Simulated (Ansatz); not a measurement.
CsI, SMILES [I][Cs] (connectivity only; charge and spin as stated), charge -1, multiplicity 2.

Geometry optimised at B3LYP-D3(BJ)/def2-TZVPD. The multiplicity is an assumed one; other spin states were not compared. The def2 effective core potentials stand for the cores of Cs, I; spin–orbit coupling is left out.

Two levels are set side by side: PBE/def2-TZVPD (Ansatz, an electronic-structure program) and CAM-B3LYP/def2-TZVPD (Ansatz). Energy differences of separate SCF runs at the same geometry; the states with an electron removed or added have multiplicity 1. Differences are taken from unrounded values.

| quantity | CAM-B3LYP |
|---|---|
| vertical ionisation energy (eV) | 0.70 |

Task: What does PBE give, and how far is it from CAM-B3LYP? (Estimate from the structure and the level; the computed values follow.)

Result: 
| quantity | PBE | PBE minus CAM-B3LYP |
|---|---|---|
| vertical ionisation energy (eV) | 0.74 | 0.04 |
